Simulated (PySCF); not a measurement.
An unknown is described by computed data only.

Elements present: C, F, H, N and S. Monoisotopic mass: 203.9781 u.

* 13C NMR: chemical shifts (computed TMS as zero) by class: 157.6 (1 C), 153.0 (1 C), 128.8 (1 C), 117.0 (1 C) ppm [GIAO PBE0/pcSseg-1]
* Rotational structure: rotational constants A, B, C: 1.602, 0.602, 0.517 GHz [GFN2-xTB]
* Dipole: 1.82 D [PBE0/pcSseg-1]
* 1H NMR: chemical shifts (computed TMS as zero) by class: 9.12 (1 H) ppm [GIAO PBE0/pcSseg-1]
* NMR, other nuclei: isotropic shieldings of nuclei other than C and H, by class: -139 (1 N), -138 (1 N), 263 (3 F), 291 (2 F), -11 (1 S) ppm [GIAO PBE0/pcSseg-1]

Electronic properties: PySCF, gas phase, density fitting. Levels stand in brackets. Isolated species at its GFN2-xTB geometry (one conformer only). NMR values are class means; diastereotopic atoms form classes of their own.

Q: Which formula fits the mass and the elements?

A: C4HF5N2S (calculated 203.9781). No other formula that holds each of these elements comes within 0.0003 u with a fitting electron parity and a possible valence count.

Q: Give a SMILES that accounts for the data.

A: Numbering: `[F:1][C:2]([F:3])([F:4])[C:5]([F:6])([F:7])[c:8]1[cH:9][n:10][s:11][n:12]1`. Its formula, C4HF5N2S, gives 3 degrees of unsaturation: 1 ring and 2 π bonds in the structure found (Kekulé form). 4 carbons fall into 4 classes; from least to most shielded: substituted aromatic carbon [C8] (157.6 ppm), aromatic CH next to a ring nitrogen [C9] (153.0 ppm), CF3 carbon [C2] (128.8 ppm), CF2 carbon [C5] (117.0 ppm). The one hydrogen (9.12 ppm): aromatic hydrogen. The other shieldings belong to: -139 ppm, pyridine-type nitrogen [N10]; -138 ppm, pyridine-type nitrogen [N12]; 263 ppm, fluorine of a CF3 group [F1/F3/F4]; 291 ppm, fluorine of a CF2 group [F6/F7]; -11 ppm, ring sulfur [S11]. By its constants the optimised geometry is an asymmetric top. Structure: `FC(F)(F)C(F)(F)c1cnsn1`. The assignments are read from this structure; whether some other isomer fits the data as well wasn't checked.

The values belong to the conformer `[F:1][C:2]([F:3])([F:4])[C:5]([F:6])([F:7])[c:8]1[cH:9][n:10][s:11][n:12]1`: F1–C2–C5–F6 180°, C2–C5–C8–C9 171°.
